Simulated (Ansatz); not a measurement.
C10H11FHfO (`[OH][Hf]12345678([F])([C@H]9[C@@H]1[C@@H]2[C@@H]3[C@H]94)[C@H]1[C@@H]5[C@@H]6[C@@H]7[C@H]18`). Total charge 0; spin multiplicity 1. Hf takes the def2 core potential. The structure was optimised at the PBE0-D4/def2-TZVP level. It is one conformer, not always the lowest.

```xyz
24

O    -1.752    1.604    0.159
Hf   -0.432    0.231   -0.383
F    -0.969   -0.111   -2.223
C    -0.285   -1.270    1.649
C     0.231   -2.021    0.563
C    -0.826   -2.282   -0.325
C    -1.997   -1.692    0.200
C    -1.663   -1.085    1.427
C     1.454    1.332   -1.695
C     0.906    2.329   -0.867
C     1.183    1.984    0.476
C     1.895    0.770    0.474
C     2.052    0.357   -0.871
H    -2.657    1.428    0.412
H     0.271   -0.924    2.507
H     1.256   -2.340    0.443
H    -0.750   -2.793   -1.273
H    -2.969   -1.695   -0.269
H    -2.334   -0.542    2.075
H     1.367    1.284   -2.769
H     0.332    3.183   -1.192
H     0.870    2.541    1.346
H     2.264    0.248    1.344
H     2.554   -0.538   -1.209
```

(1) What is the dipole moment at r2SCAN/def2-TZVPP? (Estimate.)

(2) And with PBE, B3LYP, ωB97M-V? (An estimate is asked.)

(3) Give the Mulliken charges with r2SCAN, ωB97M-V, PBE in def2-TZVPP. (Best estimate.)

Results:

(1) The calculation gave: 2.36 D, with components (0.53, -1.02, 2.06) D in this frame, pointing from negative to positive charge.

(2) Computed: PBE 2.27 D, B3LYP 2.45 D, ωB97M-V 2.48 D.

(3) The calculation gave: 
```csv
atom,r2SCAN,ωB97M-V,PBE
O1,-0.42,-0.36,-0.33
Hf2,0.79,0.68,0.54
F3,-0.37,-0.35,-0.31
C4,-0.13,-0.17,-0.14
C5,-0.15,-0.18,-0.16
C6,-0.11,-0.12,-0.11
C7,-0.14,-0.16,-0.14
C8,-0.12,-0.13,-0.13
C9,-0.10,-0.11,-0.10
C10,-0.14,-0.18,-0.15
C11,-0.11,-0.10,-0.10
C12,-0.13,-0.17,-0.15
C13,-0.16,-0.18,-0.16
H14,0.17,0.15,0.16
H15,0.11,0.13,0.13
H16,0.11,0.13,0.13
H17,0.12,0.15,0.13
H18,0.12,0.14,0.13
H19,0.10,0.13,0.12
H20,0.11,0.15,0.13
H21,0.12,0.15,0.13
H22,0.11,0.14,0.13
H23,0.11,0.13,0.12
H24,0.11,0.13,0.13
```

B3LYP here is the variant with VWN-RPA as its local correlation; programs differ in this.
